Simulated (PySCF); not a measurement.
# Silver: a sound run and one with changed settings

Sound run: Ag⁺ [Kr] 4d10, Ag²⁺ [Kr] 4d9. Calculation: PySCF 2.14, in def2-SVP with the def2 core potential (28 electrons); scalar relativity through the core potential. In the sound run the correlated levels freeze 4s2 4p6 outside the core potential. The sound run starts from symmetry-adapted Hartree-Fock orbitals and uses a fine grid where one is needed.

Changed run: initial guess atom, at most 50 SCF cycles.

| species | method | sound run (hartree) | changed run (hartree) | converged |
| --- | --- | --- | --- | --- |
| Ag⁺ | UHF | -145.85043 | -145.85043 | yes |
| Ag⁺ | LDA | -146.36888 | -146.36888 | yes |
| Ag⁺ | M06-2X | -146.59452 | -146.59452 | yes |
| Ag⁺ | MP2 | -146.05653 | -146.05653 | yes |
| Ag²⁺ | UHF | -145.12061 | -145.12061 | yes |
| Ag²⁺ | LDA | -145.55043 | -145.54494 | no |
| Ag²⁺ | M06-2X | -145.79140 | -145.79140 | yes |
| Ag²⁺ | MP2 | -145.27995 | -145.27995 | yes |

Ionisation energy of Ag⁺:

| method | sound run (eV) | changed run (eV) |
| --- | --- | --- |
| UHF | 19.859 | 19.859 |
| M06-2X | 21.854 | 21.854 |
| MP2 | 21.132 | 21.132 |
| SCS-MP2 | 20.984 | 20.984 |

A plain start with occupations fixed only by D2h representation lets s and d (or p and f) orbitals of one representation trade places, so the SCF can reach the same state, another state or none.

For comparison, NIST gives 21.484 eV between the lowest levels.
